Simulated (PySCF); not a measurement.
**Running PySCF for Sr2**

Input:

```python
from pyscf import gto, dft

mol = gto.M(
    atom='Sr 0 0 0; Sr 0 0 3.42',
    basis='lanl2dz',
    ecp={'Sr': 'lanl2dz'},
    charge=0,
    spin=0,
    verbose=4,
)
mf = dft.RKS(mol, xc='hcth407')
mf.grids.level = 4
mf.kernel()
mf.stability(internal=True, external=True)
mf.dip_moment()
print('orbital energies (hartree):', mf.mo_energy[..., max(0, mol.nelec[1]-3):mol.nelec[0]+3].round(4))
```

```bash
$ python input.py
```

Output (some set-up lines and the per-cycle HOMO/LUMO lines with their warnings removed):

```
PySCF version 2.14.0

[INPUT] verbose = 4
[INPUT] num. atoms = 2
[INPUT] num. electrons = 20
[INPUT] charge = 0
[INPUT] spin (= nelec alpha-beta = 2S) = 0
[INPUT] symmetry False subgroup None
[INPUT] Mole.unit = angstrom
[INPUT] Symbol           X                Y                Z      unit          X                Y                Z       unit  Magmom
[INPUT]  1 Sr     0.000000000000   0.000000000000   0.000000000000 AA    0.000000000000   0.000000000000   0.000000000000 Bohr   0.0
[INPUT]  2 Sr     0.000000000000   0.000000000000   3.420000000000 AA    0.000000000000   0.000000000000   6.462863346013 Bohr   0.0

nuclear repulsion = 15.4730178631579
number of shells = 10
number of NR pGTOs = 46
number of NR cGTOs = 24
basis = lanl2dz
ecp = {'Sr': 'lanl2dz'}

******** <class 'pyscf.dft.rks.RKS'> ********
method = RKS
initial guess = minao
damping factor = 0
level_shift factor = 0
DIIS = <class 'pyscf.scf.diis.CDIIS'>
diis_start_cycle = 1
diis_space = 8
diis_damp = 0
SCF conv_tol = 1e-09
SCF conv_tol_grad = None
SCF max_cycles = 50
direct_scf = True
direct_scf_tol = 1e-13
XC library pyscf.dft.libxc version 7.0.0
    S. Lehtola, C. Steigemann, M. J.T. Oliveira, and M. A.L. Marques.,  SoftwareX 7, 1–5 (2018)
XC functionals = hcth407
    A. D. Boese and N. C. Handy.,  J. Chem. Phys. 114, 5497 (2001)
radial grids:
    Treutler-Ahlrichs [JCP 102, 346 (1995); DOI:10.1063/1.469408] (M4) radial grids

becke partition: Becke, JCP 88, 2547 (1988); DOI:10.1063/1.454033
pruning grids: <function nwchem_prune>
grids dens level: 4
symmetrized grids: False
atomic radii adjust function: <function treutler_atomic_radii_adjust>
small_rho_cutoff = 0
Set gradient conv threshold to 3.16228e-05
Initial guess from minao.
tot grids = 64256
init E= -63.3173746952818
cycle= 1 E= -59.9896986309189  delta_E= 3.33  |g|= 1.65  |ddm|= 6.03
cycle= 2 E= -60.9793362456427  delta_E= -0.99  |g|= 0.382  |ddm|= 13.2
cycle= 3 E= -61.0649599406459  delta_E= -0.0856  |g|= 0.054  |ddm|= 10.5
cycle= 4 E= -61.0693481252311  delta_E= -0.00439  |g|= 0.0211  |ddm|= 1.87
cycle= 5 E= -61.0701181272297  delta_E= -0.00077  |g|= 0.000437  |ddm|= 0.736
cycle= 6 E= -61.0701187139382  delta_E= -5.87e-07  |g|= 5.2e-05  |ddm|= 0.0224
cycle= 7 E= -61.0701187172336  delta_E= -3.3e-09  |g|= 3.83e-06  |ddm|= 0.00145
cycle= 8 E= -61.0701187172597  delta_E= -2.61e-11  |g|= 3.47e-07  |ddm|= 0.000178
Extra cycle  E= -61.0701187172599  delta_E= -1.85e-13  |g|= 2.14e-07  |ddm|= 2.17e-05
converged SCF energy = -61.0701187172599
rhf_internal: lowest eigs of H = [0.19007892 0.19007906 0.32353346]
<class 'pyscf.dft.rks.RKS'> wavefunction is stable in the internal stability analysis

WARN: QR decomposition removed 1 vectors.

rhf_real2complex: lowest eigs of H = [0.03413669 0.03413669 0.05564717]
<class 'pyscf.dft.rks.RKS'> wavefunction is stable in the real -> complex stability analysis
rhf_external: lowest eigs of H = [-0.00186923 -0.00186613  0.01291428]
<class 'pyscf.dft.rks.RKS'> wavefunction has an RHF/RKS -> UHF/UKS instability
Dipole moment(X, Y, Z, Debye): -0.00000,  0.00000, -0.00000
orbital energies (hartree): [-0.8751 -0.177  -0.112  -0.0779 -0.0779 -0.0563]
```

In short: E(SCF) = -61.070119 Eh, 8 cycles, μz(SCF) = 0.00 D, internal stable; real -> complex stable; RHF/RKS -> UHF/UKS unstable.

Wall time 3.7 s on one thread of a shared host.

The stability test finds a lower solution, so these numbers belong to a saddle point. The bond length is a typed value, not an optimised one.
